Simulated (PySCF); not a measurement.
Isomers of C2H6Si. Gas-phase values, no solvent. Strings in code marks are SMILES.

Method: B3LYP-D3(BJ)/def2-TZVP (PySCF). All candidates: neutral, multiplicity 1. B3LYP has the VWN-RPA correlation part, as in Gaussian. 

dipole moment: 1.67 D
HOMO–LUMO gap: 5.18 eV
LUMO: -0.84 eV

Question: Name which member has these values.
A. `C=[SiH]C`
B. `C=C[SiH3]`
C. `CC=[SiH2]`

Answer: A, `C=[SiH]C`. The others give `CC=[SiH2]`: 0.20 D, 4.75 eV, -1.21 eV; `C=C[SiH3]`: 0.73 D, 7.07 eV, -0.69 eV
